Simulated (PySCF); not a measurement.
## Correlation energy of Ge (germanium, neutral)

[Ar] 3d10 4s1 4p3, high-spin 5S determinant (an excited configuration). Computed with PySCF 2.14 in def2-QZVPPD (12s7p5d4f1g, 95 functions), with no relativity, point nucleus. Frozen: [Ne]; 22 electrons correlated.

MP2 pair energies summed by pair of shells (mhartree):

```
 pair   energy  share (%)
3d-3d  -326.20       50.9
3p-3d  -133.65       20.9
3p-3p   -44.41        6.9
3s-3d   -38.78        6.1
3d-4p   -35.84        5.6
3s-3p   -17.19        2.7
4p-4p   -15.17        2.4
3d-4s   -13.67        2.1
3p-4p    -4.22        0.7
4s-4p    -3.94        0.6
3s-3s    -3.53        0.6
3p-4s    -2.58        0.4
3s-4p    -0.80        0.1
3s-4s    -0.38        0.1
```

Total MP2 correlation energy: -640.37 mhartree.

Same-spin part -236.90 and opposite-spin part -403.47 mhartree; SCS-MP2 scales them by 1/3 and 6/5 to -563.13 mhartree.

This basis was not built for core-valence correlation, so the inner-shell part is incomplete.
